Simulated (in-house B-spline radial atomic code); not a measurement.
## RPA and G0W0 on LDA VWN5: F⁷⁺

Configuration 1s2, mean-field start LDA VWN5. Computed with a B-spline radial code for spherical atoms: all electrons, scalar-relativistic (spin-free one-electron X2C), finite nucleus, each spin shell either full or empty, empty states to l = 9 with an (l + 1/2)⁻⁴ tail; G0W0 by contour deformation at full frequency.

Command:
```bash
python run_gw.py task.json out
```
Settings (radii: box in bohr, nucleus in fm):
```
Z                        9
electrons                2
configuration            1s2
hamiltonian              x2c
method                   lda,vwn
lmax                     9
rms_radius               2.8976
spin_polarised           False
box_radius               8.41
intervals                68
ion_configuration        1s1
```

Cost of the run: 0.8 s on 1 thread of Arm Neoverse V2, on a shared host.

Energies (hartree):

```
                                     term      value
                         mean-field total  -74.99445
Hartree-Fock functional on these orbitals  -75.55801
                      direct second order  -0.094636
                    second-order exchange   0.047319
                         SOSEX correction   0.045946
```

What is the RPA correlation energy, and what remains with SOSEX?

RPA gives -0.09189 hartree (-1.25 eV per electron); RPA + SOSEX gives -0.045944, and the second-order doubles -0.047317 hartree (no singles). SOSEX takes back 50 % of the RPA value, the self-correlation of each of the two electrons.

Quasi-particle levels (eV):

| level | occupied | mean field | Σx - vxc | Σc | QP weight | G0W0 |
| --- | --- | --- | --- | --- | --- | --- |
| 1s | yes | -895.12 | -59.68 | ? | ? | ? |
| 2s | no | -191.82 | 6.97 | -0.23 | 1.000 | -185.08 |

G0W0 = mean field + (Σx - vxc) + Σc, with Σc (partial-wave tail included) taken at the quasi-particle energy.

Where does G0W0 put 1s?

At -954.10 eV, with Σc = 0.70 eV and a quasi-particle weight of 0.996. The tabulated removal energy is 953.898 eV (NIST, tabulated theory).

What does it cost to remove one electron (to 1s1) by differences of total energies, each species on its own start (correlation terms add to the Hartree-Fock functional)?

LDA VWN5 947.00 eV, Hartree-Fock functional 952.82 eV, + RPA 954.69 eV, + RPA + SOSEX 954.08 eV, + second order 954.11 eV. Tabulated: 953.898 eV (NIST, tabulated theory).
